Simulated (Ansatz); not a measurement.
Program: Ansatz. Geometries: PBE0-D4/def2-TZVP. ΔE: electronic, gas phase. CCSD(T)/CBS is the MP2 limit (def2-TZVPP, def2-QZVPP) plus CCSD(T) − MP2 in def2-TZVPP, frozen cores. This one scheme is used for every species. Functionals use def2-TZVPP. B3LYP here is the variant with VWN-RPA as its local correlation; programs differ in this. For Ge outer-core shells are correlated without core-valence functions, which leaves a few kJ/mol of doubt a bond. Scalar relativity is left out up to krypton. Each species was taken in one conformer, which may not be the lowest.

Consider the germylene formation by 1,1-elimination: `[CH3][Ge]([NH2])([F])[F]` → F₂ + `[CH3][Ge][NH2]`.

| species | B3LYP energy (Eh) |
| --- | --- |
| `[CH3][Ge]([NH2])([F])[F]` | -2372.85720 |
| F₂ | -199.59922 |
| `[CH3][Ge][NH2]` | -2172.97091 |

Work out ΔE.

ΔE = (-199.59922) + (-2172.97091) − (-2372.85720) = 0.28707 Eh = +7.81 eV. CCSD(T)/CBS gives +8.23 eV.

Largest T1 diagnostic among the species: 0.014.

From r2SCAN to r2SCAN0 (25 % exact exchange), in def2-TZVPP and without D4, ΔE moves by +0.29 eV. The D4 term adds +0.07 eV with B3LYP and +0.04 eV with PBE0; it sums over pairs of atoms, weighted by their polarisabilities, and B3LYP, whose exchange is more repulsive, gets the larger term.
